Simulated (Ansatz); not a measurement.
Isolated molecules relaxed with PBE0-D4/def2-TZVP in Ansatz; ΔE leaves out vibrations. CBS: MP2 limit from def2 TZ/QZ plus the TZ coupled-cluster correction, frozen cores. DFT in def2-TZVPP. B3LYP here is the variant with VWN-RPA as its local correlation; programs differ in this. HSE06 is defined as in plane-wave codes. One conformer a species, not always the lowest.

Reaction (redistribution): `[NH2][Al]([OH])[F]` + `S=C[SiH2]S` → `[NH2][Al]([OH])[SH]` + `F[SiH2]C=S`

`[NH2][Al]([OH])[F]`:

Cartesian coordinates in Å:
```
N 0.639 -1.010 0.242
Al 0.111 0.646 -0.001
O -1.437 1.105 -0.482
F 1.201 1.851 0.255
H 1.570 -1.263 0.529
H 0.071 -1.831 0.119
H -2.155 0.502 -0.662
```

`S=C[SiH2]S`:

Cartesian coordinates in Å:
```
S -1.531 -0.772 -1.846
C -1.053 0.264 -0.708
Si 0.057 -0.243 0.718
S 1.938 0.752 0.531
H -1.354 1.314 -0.780
H 0.187 -1.717 0.708
H -0.496 0.259 2.003
H 2.253 0.144 -0.626
```

`[NH2][Al]([OH])[SH]`:

Cartesian coordinates in Å:
```
N 1.193 0.088 -1.010
Al -0.157 -0.082 0.108
O -0.755 1.185 1.058
S -1.139 -2.015 0.312
H 1.714 0.932 -1.178
H 1.553 -0.662 -1.578
H -0.415 2.077 1.063
H -1.994 -1.523 1.225
```

`F[SiH2]C=S`:

Cartesian coordinates in Å:
```
F -0.610 0.643 -1.847
Si 0.121 -0.238 -0.727
C -0.249 0.436 0.980
S 0.429 -0.355 2.209
H -0.390 -1.623 -0.816
H 1.580 -0.172 -0.962
H -0.882 1.308 1.163
```

```tsv
level	ΔE (kcal/mol)	difference from CCSD(T)/CBS
LDA (SPW92)	0.2	0.2
PBE-D4	1.0	1.0
revPBE-D4	1.8	1.8
BLYP-D4	1.1	1.1
r2SCAN-D4	-0.1	-0.1
B97M-V	-0.6	-0.6
B3LYP-D4	0.4	0.4
r2SCANh-D4	-0.2	-0.2
r2SCAN0-D4	-0.3	-0.3
HSE06-D4	0.4	0.4
BHLYP-D4	-0.6	-0.6
CAM-B3LYP-D4	-0.5	-0.5
ωB97X-V	-0.6	-0.6
ωB97M-V	-0.6	-0.6
PBE-QIDH	-0.1	-0.1
PBE	0.6	0.6
revPBE	0.8	0.8
BLYP	0.3	0.3
r2SCAN	-0.2	-0.2
PBE0	0.0	0.0
B3LYP	-0.3	-0.3
r2SCANh	-0.3	-0.3
r2SCAN0	-0.4	-0.4
HSE06	0.1	0.1
BHLYP	-1.1	-1.1
CAM-B3LYP	-0.8	-0.8
LC-ωPBE	-0.2	-0.2
RPA@PBE/def2-TZVPP	-0.8	-0.8
HF/def2-SVP	-0.3	-0.3
MP2/def2-SVP	1.8	1.8
CCSD/def2-SVP	1.4	1.4
CCSD(T)/def2-SVP	1.5	1.5
HF/def2-TZVPP	-2.3	-2.3
CCSD(T)/def2-TZVPP	-0.3	-0.3
HF/def2-QZVPP	-2.1	-2.1
MP2/def2-QZVPP	0.6	0.6
SCS-MP2/def2-QZVPP	0.1	0.1
HF/CBS(def2)	-2.1	-2.1
MP2/CBS(def2)	0.7	0.7
CCSD/CBS(def2)	-0.2	-0.2
CCSD(T)/CBS	0.0	0
```

Largest T1 diagnostic among the species: 0.015.

Leaving LDA and LC-ωPBE aside and taking each functional with its dispersion term where it has one, the values spread over 2.4 kcal/mol, from ωB97X-V to revPBE-D4. At CCSD(T), def2-SVP lies +1.5 kcal/mol from the extrapolated value and def2-TZVPP −0.3 kcal/mol.
